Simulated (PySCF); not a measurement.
SMILES C[SiH](C)[S][GeH3] at its GFN2-xTB optimised geometry (Å):

```
15

Si    -0.8835    -0.7050     0.0000
C     -1.5382    -1.5935    -1.5466
C     -1.3764    -1.5980     1.5947
S      1.2962    -0.7050     0.0000
Ge     1.6949    -0.0524    -2.0499
H     -1.2962     0.7050     0.0000
H     -2.6185    -1.6947    -1.5098
H     -1.1137    -2.5906    -1.6395
H     -1.2863    -1.0420    -2.4503
H     -0.9475    -1.1093     2.4633
H     -2.4548    -1.6058     1.7124
H     -1.0309    -2.6278     1.5962
H      1.4436    -1.1475    -3.0513
H      0.8376     1.1239    -2.4359
H      3.1374     0.3419    -2.1208
```

Method: PySCF with B3LYP/def2-TZVP. Cells within 0.4 Å of a nucleus heavier than hydrogen are left out (blank, or x).

Map of the electron localisation function on the plane z = 0.0 Å:

```
|0000000000000000000000000000000|
|0000000000000000000000000000000|
|0000000000000000000000000000000|
|0000000000000000000000000000000|
|0000000000000000000000000000000|
|0000000234421000000000000000000|
|0000025789874100000000000000000|
|0000269999998300000000000000000|
|0001699999999610000000000000000|
|0004899999999820000112211000000|
|0016999999999830001234432100000|
|0016999999999830013456654210000|
|0015899999999831125677765320000|
|0003799999999731246788877531000|
|0001479999998633567888887642000|
|0000147898521235778777888752100|
|0000013541122027887200278753100|
|0000001200xxx3178841xx137764200|
|0000001102xxx607982xxxx17764200|
|0000001100xxx3078841xx138865210|
|0000001220143017887200288875210|
|0000001232100036788877898875210|
|0000000123321124678899998864210|
|0000000112221112367889988764200|
|0000000001110000246788887653100|
|0000000000000000024677776532000|
|0000000000000000013466655321000|
|0000000000000000001234432100000|
|0000000000000000000112111000000|
|0000000000000000000000000000000|
|0000000000000000000000000000000|
```
Scale: ten equal steps from 0.000 (start of '0') to 1.000 (end of '9'), in the order '0123456789'; x runs from -3.50 to 3.50, y from -3.50 (bottom) to 3.50 (top).
